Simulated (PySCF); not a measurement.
W(O)2(OH) (HO₃W), SMILES [O]=[W+](=[O])[OH], charge +1, multiplicity 1. Geometry optimised at PBE0-D3(BJ)/def2-SVP. The spin state was assumed, not searched. The isomer is the one that the SMILES or the coordinates give; other isomers of the formula were not compared. The def2 effective core potentials stand for the cores of W; spin–orbit coupling is left out. Other conformers were not sampled.

Computed equilibrium geometry at PBE0-D3(BJ)/def2-SVP (PySCF confirms it by a frequency run) as Cartesian coordinates in Å, and its point group (one conformer of several):
point group Cs.
```xyz
5

W      0.0541     0.1776     0.0000
O      0.7418    -0.6064    -1.3105
O      0.7418    -0.6064     1.3105
O     -1.6927    -0.3009     0.0000
H     -2.3322    -1.0339     0.0000
```
Charge +1, spin multiplicity 1.
